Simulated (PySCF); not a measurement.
PySCF input for Ga(H)(Me)(OH) (CH5GaO), SMILES [CH3][GaH][OH], PBE0-D3(BJ)/def2-SVP. 

```python
import numpy as np
from pyscf import gto, scf, dft
from pyscf.geomopt import geometric_solver

mol = gto.M(
    atom='''
    Ga   -0.28784840   -0.17839501   -0.11490532
    H    -1.54055406   -0.97701825   -0.60744887
    C     0.31612241    1.70867378   -0.50958278
    H     1.29308299    1.67064599   -0.99473756
    H     0.43274840    2.24033181    0.43648582
    H    -0.37640956    2.25814163   -1.14627967
    O     0.77627058   -1.01396912    0.93904926
    H     1.00753371   -1.80214566    1.41914792
    ''',
    basis='def2-SVP',
    charge=0,
    spin=0,
    max_memory=1600,
    verbose=3,
)
mf = dft.RKS(mol, xc='pbe0').density_fit(auxbasis='def2-universal-jkfit')
mf.disp = 'd3bj'
mf.grids.level = 3
mf.conv_tol = 1e-9
mf.max_cycle = 100
mf.kernel()
grad = mf.nuc_grad_method()
grad.grid_response = mol.nao <= 150
conv, mol_eq = geometric_solver.kernel(grad, convergence_set='GAU_TIGHT', maxsteps=100)
print(mol_eq.tostring(format='xyz'))
mf.reset(mol_eq)
mf.kernel()
```

Program output:

```
converged SCF energy = -2040.48713799757
[banner and settings of the optimiser left out]
Geometry optimization cycle 1
Cartesian coordinates (Angstrom)
 Atom        New coordinates             dX        dY        dZ
  Ga  -0.287848  -0.178395  -0.114905    0.000000  0.000000  0.000000
   H  -1.540554  -0.977018  -0.607449    0.000000  0.000000  0.000000
   C   0.316122   1.708674  -0.509583    0.000000  0.000000  0.000000
   H   1.293083   1.670646  -0.994738    0.000000  0.000000  0.000000
   H   0.432748   2.240332   0.436486    0.000000  0.000000  0.000000
   H  -0.376410   2.258142  -1.146280    0.000000  0.000000  0.000000
   O   0.776271  -1.013969   0.939049    0.000000  0.000000  0.000000
   H   1.007534  -1.802146   1.419148    0.000000  0.000000  0.000000

WARN: Mole.unit (angstrom) is changed to Bohr

converged SCF energy = -2040.48713799747
--------------- DFRKS_Scanner gradients ---------------
         x                y                z
0 Ga     0.0137615557    -0.0243011712     0.0194927158
1 H     0.0023754798    -0.0005834122     0.0017962371
2 C     0.0067553028     0.0207973926    -0.0045702481
3 H    -0.0057189540     0.0005118012     0.0026981713
4 H    -0.0007621369    -0.0029377265    -0.0054693690
5 H     0.0047252434    -0.0020930261     0.0036758026
6 O    -0.0277303594     0.0039592149    -0.0200370087
7 H     0.0065938685     0.0046469273     0.0024136990
----------------------------------------------
cycle 1: E = -2040.487138  dE = -2040.49  norm(grad) = 0.0551795
Step    0 : Gradient = 1.951e-02/3.444e-02 (rms/max) Energy = -2040.4871379975
Hessian Eigenvalues: 2.30000e-02 2.30000e-02 2.70369e-02 ... 3.46451e-01 3.48764e-01 5.73606e-01

Geometry optimization cycle 2
Cartesian coordinates (Angstrom)
 Atom        New coordinates             dX        dY        dZ
  Ga  -0.266148  -0.146734  -0.114438    0.021700  0.031661  0.000468
   H  -1.540682  -0.906104  -0.637685   -0.000128  0.070914 -0.030236
[...]
7 H     0.0000015040     0.0000080847    -0.0000062570
----------------------------------------------
cycle 44: E = -2040.49767192  dE = -6.59406e-09  norm(grad) = 4.048e-05
Step   43 : Displace = 1.970e-04/2.643e-04 (rms/max) Trust = 3.000e-01 (=) Grad = 1.431e-05/3.228e-05 (rms/max) E (change) = -2040.4976719171 (-6.594e-09) Quality = 1.952
Hessian Eigenvalues: 1.74473e-04 3.29027e-04 6.90251e-04 ... 3.40544e-01 3.50018e-01 5.65297e-01

Geometry optimization cycle 45
Cartesian coordinates (Angstrom)
 Atom        New coordinates             dX        dY        dZ
  Ga  -0.067635  -0.201024  -0.055732   -0.002039  0.000784 -0.000403
   H  -0.933758  -1.331175  -0.722056   -0.002583  0.002546 -0.002613
   C   0.285438   1.613094  -0.685407    0.005488 -0.000806 -0.000726
   H   0.783219   1.594219  -1.667530    0.012247 -0.003340  0.002724
   H   0.928834   2.145344   0.029441    0.001530 -0.000794  0.002836
   H  -0.654548   2.174132  -0.805248    0.007333  0.000738 -0.008160
   O   0.722025  -0.598572   1.502786   -0.009222  0.000110  0.003126
   H   0.557371  -1.489754   1.825476   -0.012754  0.000761  0.003216
converged SCF energy = -2040.49767198551
--------------- DFRKS_Scanner gradients ---------------
         x                y                z
0 Ga    -0.0000081167    -0.0000041450    -0.0000254205
1 H    -0.0000009541     0.0000052769     0.0000066583
2 C     0.0000476773    -0.0000228622    -0.0000093718
3 H    -0.0000171342    -0.0000048695     0.0000069293
4 H    -0.0000231758     0.0000143813     0.0000049063
5 H    -0.0000026786     0.0000089522     0.0000096319
6 O     0.0000056738     0.0000193889     0.0000055671
7 H    -0.0000012917    -0.0000161225     0.0000010995
----------------------------------------------
cycle 45: E = -2040.49767199  dE = -6.84472e-08  norm(grad) = 7.55071e-05
Step   44 : Displace = 1.652e-03/2.209e-03 (rms/max) Trust = 3.000e-01 (=) Grad = 2.670e-05/5.370e-05 (rms/max) E (change) = -2040.4976719855 (-6.845e-08) Quality = 1.282
Hessian Eigenvalues: 1.44886e-04 2.74570e-04 7.13247e-04 ... 3.40311e-01 3.50954e-01 5.72984e-01

Geometry optimization cycle 46
Cartesian coordinates (Angstrom)
 Atom        New coordinates             dX        dY        dZ
  Ga  -0.068597  -0.200645  -0.055673   -0.000963  0.000379  0.000059
   H  -0.934365  -1.330396  -0.723160   -0.000607  0.000779 -0.001104
   C   0.288426   1.612369  -0.686340    0.002987 -0.000725 -0.000933
   H   0.789261   1.591747  -1.666888    0.006042 -0.002472  0.000642
   H   0.930322   2.144634   0.029848    0.001488 -0.000710  0.000408
   H  -0.650510   2.174383  -0.809767    0.004039  0.000251 -0.004519
   O   0.716491  -0.597588   1.505287   -0.005534  0.000983  0.002501
   H   0.549918  -1.488239   1.828422   -0.007453  0.001515  0.002946
converged SCF energy = -2040.49767201626
--------------- DFRKS_Scanner gradients ---------------
         x                y                z
0 Ga    -0.0000018661    -0.0000051950    -0.0000155999
1 H    -0.0000016319     0.0000042863     0.0000044687
2 C     0.0000339648    -0.0000163805    -0.0000045251
3 H    -0.0000108558    -0.0000037753     0.0000035867
4 H    -0.0000161681     0.0000099620     0.0000036652
5 H    -0.0000041787     0.0000077195     0.0000060259
6 O     0.0000000804     0.0000089342     0.0000057773
7 H     0.0000006555    -0.0000055511    -0.0000033988
----------------------------------------------
cycle 46: E = -2040.49767202  dE = -3.07564e-08  norm(grad) = 5.04544e-05
Step   45 : Displace = 2.544e-04/3.711e-04 (rms/max) Trust = 3.000e-01 (=) Grad = 1.784e-05/3.798e-05 (rms/max) E (change) = -2040.4976720163 (-3.076e-08) Quality = 1.470
Hessian Eigenvalues: 1.25876e-04 2.41242e-04 7.33178e-04 ... 3.36028e-01 3.51093e-01 5.73756e-01

Geometry optimization cycle 47
Cartesian coordinates (Angstrom)
 Atom        New coordinates             dX        dY        dZ
  Ga  -0.069103  -0.200431  -0.055010   -0.000506  0.000214  0.000663
   H  -0.933819  -1.330902  -0.722683    0.000546 -0.000506  0.000477
   C   0.290676   1.611168  -0.688252    0.002250 -0.001201 -0.001912
   H   0.793313   1.588386  -1.667846    0.004051 -0.003361 -0.000958
   H   0.931860   2.144003   0.028161    0.001538 -0.000631 -0.001687
   H  -0.647503   2.173841  -0.814366    0.003007 -0.000542 -0.004598
   O   0.711777  -0.594957   1.508641   -0.004715  0.002632  0.003354
   H   0.543746  -1.484842   1.833083   -0.006172  0.003396  0.004661
converged SCF energy = -2040.49767204019
--------------- DFRKS_Scanner gradients ---------------
         x                y                z
0 Ga     0.0000064476    -0.0000097257     0.0000081910
1 H    -0.0000021637     0.0000017920    -0.0000007377
2 C     0.0000094878    -0.0000045136    -0.0000009496
3 H    -0.0000005969    -0.0000003441    -0.0000025898
4 H    -0.0000031125     0.0000032351     0.0000033187
5 H    -0.0000053852     0.0000047239     0.0000007038
6 O    -0.0000075605    -0.0000052216    -0.0000000388
7 H     0.0000028833     0.0000100540    -0.0000078976
----------------------------------------------
cycle 47: E = -2040.49767204  dE = -2.39268e-08  norm(grad) = 2.58716e-05
Step   46 : Displace = 4.333e-04/6.000e-04 (rms/max) Trust = 3.000e-01 (=) Grad = 9.147e-06/1.426e-05 (rms/max) E (change) = -2040.4976720402 (-2.393e-08) Quality = 1.298
Hessian Eigenvalues: 1.21702e-04 2.25285e-04 6.03911e-04 ... 3.35386e-01 3.54162e-01 5.85448e-01

Geometry optimization cycle 48
Cartesian coordinates (Angstrom)
 Atom        New coordinates             dX        dY        dZ
  Ga  -0.069016  -0.200438  -0.054370    0.000087 -0.000007  0.000641
   H  -0.932954  -1.331922  -0.721342    0.000864 -0.001020  0.001341
   C   0.291036   1.610401  -0.689624    0.000361 -0.000767 -0.001373
   H   0.793649   1.586502  -1.669203    0.000336 -0.001883 -0.001356
   H   0.932336   2.143888   0.026200    0.000476 -0.000115 -0.001961
   H  -0.647061   2.173070  -0.816307    0.000442 -0.000771 -0.001941
   O   0.710627  -0.592894   1.510426   -0.001149  0.002062  0.001786
   H   0.542329  -1.482341   1.835947   -0.001417  0.002501  0.002864
converged SCF energy = -2040.49767204777
--------------- DFRKS_Scanner gradients ---------------
         x                y                z
0 Ga     0.0000041135    -0.0000061290     0.0000082572
1 H    -0.0000005325     0.0000003897    -0.0000014628
2 C    -0.0000012992     0.0000004556    -0.0000007409
3 H     0.0000020809     0.0000010406    -0.0000022137
4 H     0.0000014031     0.0000002708     0.0000019755
5 H    -0.0000026572     0.0000014236    -0.0000006605
6 O    -0.0000045204    -0.0000029916    -0.0000013345
7 H     0.0000014118     0.0000055403    -0.0000038204
----------------------------------------------
cycle 48: E = -2040.49767205  dE = -7.58519e-09  norm(grad) = 1.52288e-05
Step   47 : Displace = 4.952e-04/6.561e-04 (rms/max) Trust = 3.000e-01 (=) Grad = 5.384e-06/1.108e-05 (rms/max) E (change) = -2040.4976720478 (-7.585e-09) Quality = 1.308
Hessian Eigenvalues: 1.31745e-04 2.20176e-04 4.22410e-04 ... 3.35518e-01 3.50143e-01 5.73498e-01

Geometry optimization cycle 49
Cartesian coordinates (Angstrom)
 Atom        New coordinates             dX        dY        dZ
  Ga  -0.068802  -0.200500  -0.053974    0.000214 -0.000062  0.000395
   H  -0.932447  -1.332637  -0.720218    0.000507 -0.000715  0.001123
   C   0.290656   1.610082  -0.690266   -0.000380 -0.000319 -0.000642
   H   0.792819   1.585806  -1.670060   -0.000829 -0.000696 -0.000857
   H   0.932172   2.144036   0.025010   -0.000164  0.000148 -0.001190
   H  -0.647602   2.172511  -0.816787   -0.000541 -0.000559 -0.000481
   O   0.711114  -0.591873   1.510969    0.000487  0.001021  0.000543
   H   0.543036  -1.481160   1.837055    0.000707  0.001182  0.001108
converged SCF energy = -2040.4976720494
--------------- DFRKS_Scanner gradients ---------------
         x                y                z
0 Ga     0.0000009477    -0.0000003226     0.0000016255
1 H     0.0000003382    -0.0000007031    -0.0000009214
2 C    -0.0000019977     0.0000010744    -0.0000005431
3 H     0.0000007047     0.0000007862     0.0000005221
4 H     0.0000001416    -0.0000007406    -0.0000000600
5 H     0.0000003105    -0.0000005544    -0.0000002399
6 O    -0.0000006579    -0.0000001658    -0.0000000268
7 H     0.0000002129     0.0000006258    -0.0000003563
----------------------------------------------
cycle 49: E = -2040.49767205  dE = -1.62049e-09  norm(grad) = 3.74007e-06
Step   48 : Displace = 2.046e-04/2.755e-04 (rms/max) Trust = 3.000e-01 (=) Grad = 1.322e-06/2.332e-06 (rms/max) E (change) = -2040.4976720494 (-1.620e-09) Quality = 1.042
Hessian Eigenvalues: 1.32015e-04 2.23551e-04 4.09795e-04 ... 3.35643e-01 3.51281e-01 5.71516e-01

Geometry optimization cycle 50
Cartesian coordinates (Angstrom)
 Atom        New coordinates             dX        dY        dZ
  Ga  -0.068788  -0.200504  -0.053946    0.000014 -0.000004  0.000028
   H  -0.932446  -1.332674  -0.720114    0.000001 -0.000036  0.000104
   C   0.290618   1.610063  -0.690304   -0.000038 -0.000019 -0.000037
   H   0.792741   1.585765  -1.670117   -0.000078 -0.000042 -0.000057
   H   0.932142   2.144061   0.024933   -0.000030  0.000025 -0.000078
   H  -0.647659   2.172467  -0.816810   -0.000056 -0.000044 -0.000023
   O   0.711200  -0.591819   1.510979    0.000085  0.000054  0.000009
   H   0.543138  -1.481094   1.837108    0.000102  0.000066  0.000053
converged SCF energy = -2040.49767204938
--------------- DFRKS_Scanner gradients ---------------
         x                y                z
0 Ga    -0.0000005119     0.0000015566    -0.0000023516
1 H     0.0000007748    -0.0000005676    -0.0000001841
2 C    -0.0000005821     0.0000003740    -0.0000002310
3 H    -0.0000002913     0.0000004784     0.0000013843
4 H    -0.0000009569    -0.0000005507    -0.0000005124
5 H     0.0000010152    -0.0000008386     0.0000000284
6 O     0.0000009287     0.0000016555     0.0000009672
7 H    -0.0000003765    -0.0000021076     0.0000008992
----------------------------------------------
cycle 50: E = -2040.49767205  dE = 1.3415e-11  norm(grad) = 5.00809e-06
Step   49 : Displace = 6.849e-06/1.138e-05 (rms/max) Trust = 3.000e-01 (=) Grad = 1.771e-06/2.866e-06 (rms/max) E (change) = -2040.4976720494 (+1.342e-11) Quality = -0.186
Hessian Eigenvalues: 1.32015e-04 2.23551e-04 4.09795e-04 ... 3.35643e-01 3.51281e-01 5.71516e-01
Converged! =D

8
XYZ from PySCF
Ga         -0.06878795       -0.20050439       -0.05394615
H          -0.93244560       -1.33267380       -0.72011446
C           0.29061773        1.61006292       -0.69030372
H           0.79274145        1.58576477       -1.67011677
H           0.93214193        2.14406094        0.02493254
H          -0.64765862        2.17246746       -0.81680982
O           0.71119953       -0.59181906        1.51097887
H           0.54313760       -1.48109368        1.83710831
converged SCF energy = -2040.49767204951
```

The calculation finished and met its thresholds.

Cost: very roughly 6 core-minutes.
